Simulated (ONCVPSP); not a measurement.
Before and after: ONCV potential for hafnium (Hf)

* Element: Hf (Z = 72)
* Generator: ONCVPSP 4.0.1
* Type: optimised norm-conserving Vanderbilt (ONCV)
* Functional: PBE
* Relativity: fully relativistic
* Frozen core: [Kr] 4d10 4f14
* Valence charge: 12
* Reference configuration: 5s2 5p6 5d2 6s1.5 (charge +0.5)
* Partial waves: 5s+6s: rc 1.45 bohr, ncon 4, nbas 9, qcut 6.4 1/bohr, 2 projectors; 5p: rc 1.90 bohr, ncon 4, nbas 7, qcut 6.3 1/bohr, 2 projectors, debl 2.2 Ha; 5d: rc 3.15 bohr, ncon 4, nbas 9, qcut 5.8 1/bohr, 2 projectors, debl 1.4 Ha
* Local potential: polynomial inside 1.00 bohr (lpopt 4, dvloc0 0 Ha)
* Core correction: polynomial model core, fcfact 0.7

Open shells are filled in proportion to 2j + 1.

Change: d: rc 4.56.

Cutoffs: the cutoffs (Ha) at which the residual kinetic energy of the hardest occupied pseudo-wave falls to 1 and 0.1 mHa per electron; they do not see the model core or the augmentation charge, which bear on the density cutoff. Errors are all-electron minus pseudo energies relative to the spin-unpolarised reference configuration.

**Question.** Predict the effect on cutoff, ghosts and configuration errors.

**Answer.** The potential gets neither clearly harder nor softer (20 Ha and 92 Ha → 20 Ha and 92 Ha); of the 4 tests that both files solve, the error grows in 3 and shrinks in 0 by more than 15 % and 0.3 meV (median size 1.0 → 5.4 meV); neither file shows a bound ghost. More of the atom is replaced by a form fitted at one configuration, so other configurations suffer.

| quantity | base | changed |
| --- | --- | --- |
| cutoff, loose | 20 Ha | 20 Ha |
| cutoff, tight | 92 Ha | 92 Ha |
| loose cutoff by channel | s 20 Ha, p 11 Ha, d 9.6 Ha | s 20 Ha, p 11 Ha, d 10 Ha |
| bound ghosts | none | none |
| GHOST(+) flags under 300 eV | s at 134.6 eV | s at 134.6 eV, d5/2 at 273.5 eV, d3/2 at 277.5 eV |
| error for 5s2 5p6 5d2 6s2, meV [ΔE -3.26 eV] | -0.2 | +0.5 |
| error for 5s2 5p6 5d2 6s1, meV [ΔE 4.72 eV] | -0.3 | +2.2 |
| error for 5s2 5p6 5d2 6s0, meV [ΔE 18.90 eV] | -8.4 | +32 |
| error for 5s2 5p6 5d2 6s0 6p2, meV [ΔE 4.55 eV] | -1.6 | +8.7 |
| s: phases at 1.47 bohr within 0.05 rad from the reference energy up to (Ha; the scan ends near 5) | 3.4 | 3.4 |
| p3/2: phases at 1.92 bohr within 0.05 rad from the reference energy up to (Ha; the scan ends near 5) | to the end of the scan | to the end of the scan |
| p1/2: phases at 1.92 bohr within 0.05 rad from the reference energy up to (Ha; the scan ends near 5) | to the end of the scan | to the end of the scan |
| rms error of d²Exc/dni dnj with the model core, mHa | 2.49 | 3.36 |

Base: These tests converged, but a pseudo level misses the all-electron one widely, so the file describes the atom poorly there or has found another state: 5s2 5p6 5d2 6s0 6p2: empty 6s by 10.7 eV. Changed file: These tests converged, but a pseudo level misses the all-electron one widely, so the file describes the atom poorly there or has found another state: 5s2 5p6 5d2 6s0 6p2: empty 6s by 10.7 eV.
